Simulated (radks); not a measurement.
Valence configurations of Rh3+ (all share [Kr]). Method: scalar-relativistic Kohn-Sham, PBE, spin-polarised, spherical densities, finite nucleus; open shells are filled with parallel spins first (spin-orbit coupling, left out, can overturn this in heavy ions); Fermi nuclear charge, rms radius 4.4945 fm; computed with a radial shooting solver on a logarithmic mesh with Libxc functionals. Energies are relative to 4d6; eigenvalues in eV for spin up.

valence          E (eV)  moment (Bohr magnetons)    e(4d)    e(5p)    e(5s)
4d6               0.000                        4  -40.836        -        -
4d5.5 5p0.5       7.402                        5  -43.574  -24.392        -
4d5 5s1           7.562                        6  -45.280        -  -32.627
4d5 5p1          15.230                        6  -46.310  -25.570        -
4d4.5 5s1 5p0.5  18.059                        6  -47.797  -26.108  -33.974
4d4 5p2          37.339                        6  -51.267  -27.777        -
4d3 5p3          62.234                        6  -56.139  -29.825        -
4d2 5s1 5p3      81.067                        6  -60.038  -31.263  -40.166
4d2 5p4          93.004                        4  -60.988  -31.310        -
4d1.5 5s0.5 5p4  103.64                        4  -62.926  -32.030  -41.133

NIST lists [Kr] 4d6 as the ground configuration; this level of theory agrees among the configurations tried. The energies are those of spherical high-spin densities, not of single terms.
